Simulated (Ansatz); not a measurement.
`[NH2][Y]([Cl])[Cl]` + NH₃ → `[NH2][Y]([NH2])[Cl]` + HCl at 700 K and 1 bar (ligand exchange at a Y–Cl bond).

Program: Ansatz. Geometries: PBE0-D4/def2-TZVP. ΔE: electronic, gas phase. CCSD(T)/CBS adds triple-zeta CCSD(T) − MP2 to the extrapolated MP2 energy (def2 sets, frozen cores). This one scheme is used for every species. Elements past krypton have def2 core potentials. For Y outer-core shells are correlated without core-valence functions, which leaves a few kJ/mol of doubt a bond. Each species was taken in one conformer, which may not be the lowest.

```json
{"species": "`[NH2][Y]([Cl])[Cl]`", "CCSD(T)/CBS energy (Eh)": "-1013.93151", "H − E (kJ/mol)": "131.0", "S (J/(mol·K))": "448.5"}
{"species": "NH₃", "CCSD(T)/CBS energy (Eh)": "-56.50880", "H − E (kJ/mol)": "116.9", "S (J/(mol·K))": "226.5"}
{"species": "`[NH2][Y]([NH2])[Cl]`", "CCSD(T)/CBS energy (Eh)": "-610.00739", "H − E (kJ/mol)": "202.7", "S (J/(mol·K))": "469.1"}
{"species": "HCl", "CCSD(T)/CBS energy (Eh)": "-460.38127", "H − E (kJ/mol)": "38.4", "S (J/(mol·K))": "211.8"}
```

H − E and S are ideal-gas, rigid-rotor, harmonic terms from PBE0-D4/def2-TZVP, for one conformer and one mirror image of each species. 1 Eh = 2625.50 kJ/mol, R = 8.31446 J/(mol·K).

By hand: ΔE, ΔH, ΔS and ΔG.

ΔE = (-610.00739) + (-460.38127) − (-1013.93151) − (-56.50880) = 0.05165 Eh = 135.6 kJ/mol. Δ(H − E) = 202.7 + 38.4 − 131.0 − 116.9 = -6.8, so ΔH = 128.8 kJ/mol. ΔS = 469.1 + 211.8 − 448.5 − 226.5 = 5.9 J/(mol·K). ΔG = 128.8 − 700 × (5.9)/1000 = 124.7 kJ/mol.

By hand: the equilibrium constant, and the temperature at which ΔG would vanish if ΔH and ΔS stayed fixed.

log₁₀ K = −ΔG/(RT ln 10) = -9.3. ΔG = 0 at ΔH/ΔS = 21831 K, far beyond where these terms or the molecules hold.

The number of gas molecules stays the same, so ΔS is small and ΔH decides. A doubt of 5 kJ/mol in ΔE shifts log₁₀ K by 0.4 here. Other conformers and mirror images would add mixing entropy, several J/(mol·K) or more a flexible species. Modes under 60 cm⁻¹, often nearly free rotors, make the harmonic entropy too high. These are equilibria of isolated gas molecules and say nothing of rates. Largest T1 diagnostic: 0.011 (customary marks: 0.02 for closed shells, 0.045 for open ones).
